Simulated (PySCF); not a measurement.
**Ionisation energy of As¹⁹⁺ by level of theory**

As¹⁹⁺ [Ne] 3s2 3p2 [3p1/2^2, M_J = 0] → As²⁰⁺ [Ne] 3s2 3p1 [3p1/2^1, M_J = 1/2], as a difference of total energies. Computed with PySCF 2.14 in an even-tempered Gaussian basis (19 s from 2.1 bohr⁻², ratio 2.4; 13 p from 2.7 bohr⁻², ratio 2.4; 5 d from 11 bohr⁻², ratio 2.6; 4 f from 16 bohr⁻², ratio 2.6), with the two-component X2C-1e Hamiltonian. Correlated levels: 1s2 frozen; the 50 highest virtual spinors dropped. "Screened" scales the spin-orbit matrix elements by Boettger's factors to mimic the two-electron term; Breit and QED terms are absent.

| method | ionisation energy (eV) |
| --- | --- |
| GHF (spin-free) | 769.40 |
| GMP2 (spin-free) | 770.07 |
| GHF (screened spin-orbit) | 769.85 |
| GMP2 (screened spin-orbit) | 771.03 |

**Question.** How much does correlation contribute at GMP2 (screened spin-orbit)?

**Answer.** 771.03 − (769.85) = 1.18 eV, measured against GHF (screened spin-orbit).

Breit and QED terms and the two-electron picture change are absent.

The spin-free rows relax to the high-spin LS determinant and lack the spin-orbit shift.

The labels give the starting determinants; with spin-orbit coupling the two ends relaxed to ⟨J²⟩ = 0.41, ⟨L²⟩ = 1.59, ⟨S²⟩ = 1.58 and ⟨J²⟩ = 0.75, ⟨L²⟩ = 2.01, ⟨S²⟩ = 0.75.

The determinant of As¹⁹⁺ mixes levels of different J (the jj label is only the starting occupation), so the difference between spin-free and spin-orbit rows is not the physical spin-orbit shift.

For comparison: 774 ± 1.8 eV (semi-empirical (NIST evaluation); NIST Atomic Spectra Database, ionization energies).
